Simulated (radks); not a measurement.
Question: Neutral barium, [Xe] 6s2. Method: non-relativistic Kohn-Sham, PBE, spin-polarised, spherical densities, point nucleus; computed with a radial shooting solver on a logarithmic mesh with Libxc functionals. Every spin shell is full or empty, so the densities are truly spherical. Functionals are evaluated on that one density, not self-consistently. Rank these exchange functionals by their error against the exact value of the orbitals, and give that value: LDA, PW86, OPTX, SOGGA, EV93, APBE, revTPSS, r2SCAN, MS2.

Answer: Exact: -189.055 hartree. From best to worst, with 100 (|E| - |E exact|)/|E exact| (equal figures are ties): r2SCAN -0.14, PW86 -0.23, APBE +0.29, EV93 -0.37, MS2 -0.62, revTPSS -0.94, OPTX +1.33, SOGGA -2.19, LDA -4.65.
